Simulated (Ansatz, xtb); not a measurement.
# Two structures of CH2Ge

Structure a: a singlet given by its coordinates. Structure b: a triplet given by its coordinates. Both are isolated molecules in the gas phase, relaxed with PBE0-D3(BJ)/def2-SVP.

a (Å):

```yaml
atoms:
  - { symbol: C, position_ang: [-1.0190, 0.8632, 1.1295] }
  - { symbol: Ge, position_ang: [0.1160, 0.4982, -0.0884] }
  - { symbol: H, position_ang: [-0.0965, -0.3527, -1.3403] }
  - { symbol: H, position_ang: [-1.2340, 1.3731, 2.0701] }
```

Close contacts (Å): C1–Ge2 1.70, C1–H4 1.09, Ge2–H3 1.53.

b (Å):

```xyz
4

C    -1.1950    0.5208   -0.3373
Ge   -1.6269    1.3533    1.3833
H    -1.2639   -0.5617   -0.5261
H    -0.8571    1.0846   -1.2205
```

Close contacts (Å): C1–Ge2 1.96, C1–H3 1.10, C1–H4 1.10.

Q: Which of the two would you expect CCSD(T)/def2-TZVPP electronic energies to favour?

A: Structure b; the calculation gives E(b) − E(a) = −34.1 kJ/mol.

The same difference at several levels:

| level | geometry | E(b) − E(a) (kJ/mol) | departure from the last row (kJ/mol) | job, with rough time for the two |
| --- | --- | --- | --- | --- |
| HF/STO-3G | GFN2-xTB | −187.0 | −152.9 | single point, 0.99 s |
| r2SCAN-D4/def2-SVP | GFN2-xTB | −87.7 | −53.6 | single point, 5.5 s |
| PBE0-D3(BJ)/def2-SVP | PBE0-D3(BJ)/def2-SVP | −93.2 | −59.2 | optimisation, 33 s |
| HF/def2-TZVPP | PBE0-D3(BJ)/def2-SVP | −218.5 | −184.4 | part of the CCSD(T) run |
| MP2/def2-TZVPP | PBE0-D3(BJ)/def2-SVP | −42.7 | −8.6 | part of the CCSD(T) run |
| CCSD(T)/def2-TZVPP | PBE0-D3(BJ)/def2-SVP | −34.1 |  | single point, 54 s |

None of the levels shown reverses the order. The largest departure from CCSD(T)/def2-TZVPP is that of HF/def2-TZVPP, 184.4 kJ/mol. At CCSD(T)/def2-TZVPP a singlet with the links of b lies below this triplet.

With harmonic frequencies from PBE0-D3(BJ)/def2-SVP (ideal gas, rigid rotor, one conformer each, 298.15 K, 1 atm): the zero-point term adds +8.7 kJ/mol; ΔH is −26.0 and ΔG −26.7 kJ/mol.

The T1 diagnostic of structure a is large, so the coupled-cluster value is less sure. Open shells are spin-unrestricted. The correlated steps freeze 10 core orbitals; the filled d shell of Ge is correlated, in a basis made for valence electrons. ΔG holds the spin degeneracy. Run with Ansatz 0.2.0, xtb 6.7.1; the last row on 1 thread of Arm Neoverse N1 on a shared host.
